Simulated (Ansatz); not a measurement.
Geometry optimisation, RKS revPBE/cc-pVDZ (Ansatz).

input.yaml

```yaml
crystal:
  periodic: [false, false, false]
  atoms:
    - { symbol: Al, position_ang: [0.0, 0.0, 0.0] }
    - { symbol: F, position_ang: [0.0, 0.0, 1.69] }
    - { symbol: F, position_ang: [1.4635, 0.0, -0.845] }
    - { symbol: F, position_ang: [-1.4635, 0.0, -0.845] }
basis:
  gaussian: { orbitals: cc-pVDZ }
hamiltonian:
  xc: revpbe
relax:
  f_tol: 0.02
  max_steps: 40
output:
  orbitals: {}
```

Command:

```bash
$ ansatz run input.yaml --threads 1 --pin off --max-ram 2048MiB --backend cpu --events-out ev --progress --plain --runs-dir out
```

**Question.** Where does it end, and by what steps?

**Answer.** It converged. After 2 steps the energy has fallen by 0.001 eV; F3 moved furthest, 0.00 Å.

```
step  energy less start (eV)  largest force component (eV/Å)  accepted
   0                  0.0000                           0.129       yes
   1                 -0.0006                           0.070       yes
   2                 -0.0009                           0.001       yes
```

```xyz
4
Properties=species:S:1:pos:R:3
Al 0.000 0.000 0.000
F 0.000 0.000 1.694
F 1.467 0.000 -0.847
F -1.467 0.000 -0.847
```

Whether the end is a true minimum wasn't checked by a vibrational analysis.

Time of the run: 4.1 s on 1 thread of Arm Neoverse V1, with other jobs on the host, peak memory 0.1 GiB.
